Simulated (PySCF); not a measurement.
Species: C5H8F2OSi.
Numbering: `[CH2:1]=[C:2]([SiH3:3])/[CH:4]=[CH:5]/[O:6][CH:7]([F:8])[F:9]` (hydrogens: H10, H11 on C1; H12, H13, H14 on Si3; H15 on C4; H16 on C5; H17 on C7)

Geometry (GFN2-xTB, Å), atoms numbered from 1 in this order:
```xyz
17
C5H8F2OSi angstrom
C     -1.6091   -1.6896   -0.9139
C     -1.2001   -0.5088   -0.4420
Si    -2.4594    0.8168    0.0508
C      0.2273   -0.2637   -0.3208
C      0.7462    0.8623    0.1582
O      2.0833    1.1716    0.3109
C      2.9934    0.1880    0.1637
F      4.1669    0.6400    0.6249
F      3.2023   -0.1300   -1.1405
H     -0.9181   -2.4672   -1.2053
H     -2.6536   -1.9226   -1.0284
H     -2.2438    2.0252   -0.7477
H     -2.3113    1.1232    1.4765
H     -3.7976    0.2826   -0.2019
H      0.8710   -1.0658   -0.6612
H      0.1523    1.7029    0.4802
H      2.7433   -0.7528    0.6926
```

A PySCF run (density fitting, gas phase, GFN2-xTB geometry) gave HOMO -7.72 eV, LUMO -3.88 eV, dipole 1.50 D.

Problem. Which of these levels was it?
A. LC-wPBE/pcSseg-1
B. PBE0/def2-SVPD
C. LDA/MINI
D. PBE0/pcSseg-1

Solution. C. It is LDA/MINI. All candidates on this geometry:

```tsv
level and settings	kind	basis functions	SCF cycles	E (Eh)	HOMO (eV)	LUMO (eV)	dipole (D)
LDA/MINI, energy threshold 1e-06 Eh	LDA	57	9	-749.9150	-7.72	-3.88	1.50
PBE0/def2-SVPD	global hybrid	257	14	-758.6600	-7.00	-1.16	2.45
PBE0/pcSseg-1	global hybrid	200	14	-759.0157	-6.96	-1.11	2.45
LC-wPBE/pcSseg-1, level shift 0.2 Eh	range-separated hybrid	200	14	-759.2681	-9.49	1.08	2.60
```

The nearest other candidate, by the summed differences of HOMO and LUMO, is PBE0/def2-SVPD: its HOMO differs by +0.72 eV and its LUMO by +2.72 eV. Cycle counts include a coarse-grid stage where the run had one.
